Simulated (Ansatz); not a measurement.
A run for Ansatz (a program for electronic structure): R-wB97M-V/def2-TZVPPD on H2O (SMILES O). The basis file is the Basis Set Exchange's JSON of that set.

Ansatz 0.2 input:
```yaml
crystal:
  periodic: [false, false, false]
  atoms:
    - {symbol: O, position_ang: [-0.00000000, -0.00000000, 0.38961139]}
    - {symbol: H, position_ang: [-0.00000000, 0.76498632, -0.19485569]}
    - {symbol: H, position_ang: [0.00000000, -0.76498632, -0.19485569]}
basis:
  gaussian:
    orbitals: def2-TZVPPD.json
hamiltonian:
  xc: {name: wB97M-V}
scf: {lower_state_search: off}
```

Output:

```
WARN ansatz: RAYON_NUM_THREADS=1 ignored (pool sized by the plan → 1); use --threads N
Functional definition: wB97M-V
these checks for a lower state are left out or cut short: stability, starts, cluster_reference, orbital_swaps, neighbouring_geometries, increment
integrals: 0.01 GiB planned
302 factors; their error is unknown
integrals: 0.04 GiB planned
104 factors; integrals over basis functions are off by at most 2.9e-5 eV
mean field: 0.16 GiB planned
mean field evaluation 1: about -2076.7726 eV, gradient 4.4e1 eV
mean field evaluation 2: about -2076.0214 eV, gradient 5.1e1 eV
mean field evaluation 4: about -2079.9366 eV, gradient 2.8e-1 eV
mean field evaluation 8: about -2079.9393 eV, gradient 2.1e-2 eV
mean field -2079.93933050 eV, -76.4363605623 hartree, gradient 3.5e-6 eV, S^2 0.000000; 0 other end points of the search recorded, 0 dependent functions left out
reference -2079.93937781 eV, -76.4363623008 hartree; 5, 5 occupied and 69, 69 virtual orbitals, 302 factors
Total energy: -2079.93937781 eV, -76.4363623008 hartree
Checks for a lower state left out: stability, starts, cluster_reference, orbital_swaps, neighbouring_geometries, increment
```

The run converged.

Cost: roughly 1.1 core-seconds.
